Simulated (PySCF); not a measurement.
# How the method changes the shape and vibrations of AlCClH3O

These are calculations, not measurements. The program is PySCF 2.14.0, an open-source quantum chemistry code, run on an isolated molecule that a program drew, which may never have been made. The molecule is AlCClH3O (charge 0, doublet), drawn as the SMILES string `C[O][Al][Cl]`.

The geometry was optimised and harmonic frequencies were computed with HF and MP2, all in the cc-pV(D+d)Z basis, for the commonest isotopes, with a restricted reference for singlets and an unrestricted one otherwise, and a frozen core in MP2. Each result is a local minimum of its method.

Geometry at the HF minimum:
```xyz
7
AlCClH3O, angstrom
C    -2.8371   -0.0313   -0.8765
O    -1.9088    0.6178   -0.0618
Al   -0.3818    0.5291    0.6014
Cl    0.8218   -1.1784    0.1671
H    -3.0908    0.6035   -1.7276
H    -3.7509   -0.2284   -0.3127
H    -2.4494   -0.9810   -1.2539
```

Lengths of the bonds as drawn, in Å (atoms numbered as above):
| bond | HF | MP2 |
|---|---|---|
| C1-O2 | 1.395 | 1.420 |
| O2-Al3 | 1.667 | 1.700 |
| Al3-Cl4 | 2.134 | 2.130 |
| C1-H5 | 1.092 | 1.103 |
| C1-H6 | 1.092 | 1.103 |
| C1-H7 | 1.093 | 1.105 |

Rotational constants, in GHz:
```
constant,HF,MP2
A,10.87,10.16
B,2.313,2.396
C,1.93,1.963
```

Harmonic frequencies in cm^-1, each column in rising order, so a row needn't be the same motion in every method:
```
rank,HF,MP2
1,64,85
2,85,90
3,151,147
4,267,266
5,493,494
6,742,721
7,1267,1162
8,1280,1189
9,1303,1208
10,1598,1489
11,1601,1502
12,1605,1507
13,3171,?
14,3244,3155
15,3251,3165
```

**Estimate the missing MP2 frequency from the HF column.**

A single factor s that minimises the squared misfit of MP2 against s times HF over the other rows is sum(HF x MP2) / sum(HF^2) = 0.9582, with an rms misfit of 33 cm^-1. For rank 13 it gives 0.9582 x 3171 = 3038 cm^-1. The calculation gives 3061 cm^-1, 23 cm^-1 above the estimate. The drawn bonds are on average 1.1 % longer in MP2 than in HF.
